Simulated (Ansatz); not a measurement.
`O[Si]Cl` + dimethylamine → `CN(C)[Si]O` + HCl at 500 K and 1 bar (ligand exchange at the Si–Cl bond).

Calculated with Ansatz (gas phase, PBE0-D4/def2-TZVP geometries, no zero-point term in ΔE). CCSD(T)/CBS adds triple-zeta CCSD(T) − MP2 to the extrapolated MP2 energy (def2 sets, frozen cores). This one scheme is used for every species. Each species was taken in one conformer, which may not be the lowest.

```json
{"species": "`O[Si]Cl`", "CCSD(T)/CBS energy (Eh)": "-824.69782", "H − E (kJ/mol)": "65.7", "S (J/(mol·K))": "310.9"}
{"species": "`CNC`", "CCSD(T)/CBS energy (Eh)": "-135.00321", "H − E (kJ/mol)": "273.8", "S (J/(mol·K))": "313.8"}
{"species": "`CN(C)[Si]O`", "CCSD(T)/CBS energy (Eh)": "-499.30678", "H − E (kJ/mol)": "300.6", "S (J/(mol·K))": "409.9"}
{"species": "HCl", "CCSD(T)/CBS energy (Eh)": "-460.38127", "H − E (kJ/mol)": "32.5", "S (J/(mol·K))": "201.9"}
```

H − E and S are ideal-gas, rigid-rotor, harmonic terms from PBE0-D4/def2-TZVP, for one conformer and one mirror image of each species. 1 Eh = 2625.50 kJ/mol, R = 8.31446 J/(mol·K).

By hand: ΔE, ΔH, ΔS and ΔG.

ΔE = (-499.30678) + (-460.38127) − (-824.69782) − (-135.00321) = 0.01298 Eh = 34.1 kJ/mol. Δ(H − E) = 300.6 + 32.5 − 65.7 − 273.8 = -6.4, so ΔH = 27.7 kJ/mol. ΔS = 409.9 + 201.9 − 310.9 − 313.8 = -12.9 J/(mol·K). ΔG = 27.7 − 500 × (-12.9)/1000 = 34.1 kJ/mol.

By hand: the equilibrium constant, and the temperature at which ΔG would vanish if ΔH and ΔS stayed fixed.

log₁₀ K = −ΔG/(RT ln 10) = -3.6. ΔH and −TΔS have one sign here, so there is no such temperature.

The number of gas molecules stays the same, so ΔS is small and ΔH decides. A doubt of 5 kJ/mol in ΔE shifts log₁₀ K by 0.5 here. Other conformers and mirror images would add mixing entropy, several J/(mol·K) or more a flexible species. Modes under 60 cm⁻¹, often nearly free rotors, make the harmonic entropy too high. These are equilibria of isolated gas molecules and say nothing of rates. Largest T1 diagnostic: 0.014 (customary marks: 0.02 for closed shells, 0.045 for open ones).

ΔS is within the doubt of such terms, so its sign, and with it that verdict, could turn.
